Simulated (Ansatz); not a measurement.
Harmonic frequencies (cm⁻¹) at PBE0-D4/def2-TZVP from Ansatz: 35, 122, 216, 387, 437, 609, 715, 768, 836, 863, 894, 948, 2183, 2215, 2239.

Each molecule was computed in one conformer, which needn't be the lowest.

Question: Which molecule is it?
A. `F[SiH](F)[SiH2]`•
B. `F[SiH][SiH2]F`•
C. `[CH3][Sn]([F])[SH]`•
D. `[NH2][SnH][Cl]`•

Answer: B.
